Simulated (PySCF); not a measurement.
SMILES [Cl][Ga]([Cl])[GeH3] (B3LYP/def2-SVP optimised geometry):

```
7

Ga     0.886    -0.054     0.000
Cl     2.089    -1.398    -1.202
Cl     2.065     1.284     1.234
Ge    -1.563    -0.054     0.000
H     -2.078     1.398     0.000
H     -2.089    -0.801    -1.238
H     -2.052    -0.764     1.278
```

Method: B3LYP/def2-TZVP (PySCF 2.14.0).

Q: What are the frontier orbital energies and the dipole moment?

A: HOMO-2 -8.85 eV, HOMO-1 -8.64 eV, HOMO -8.17 eV, LUMO -2.22 eV, LUMO+1 -1.68 eV; dipole moment 2.80 D.

On the same geometry PBE/def2-TZVP run with PySCF gives HOMO-2 -7.76 eV, HOMO-1 -7.53 eV, HOMO -7.24 eV, LUMO -2.72 eV, LUMO+1 -2.25 eV; dipole moment 2.71 D.

Meta-Löwdin charges at B3LYP/def2-TZVP: Ga1 0.52, Cl2 -0.28, Cl3 -0.28, Ge4 0.13, H5 -0.03, H6 -0.03, H7 -0.03.
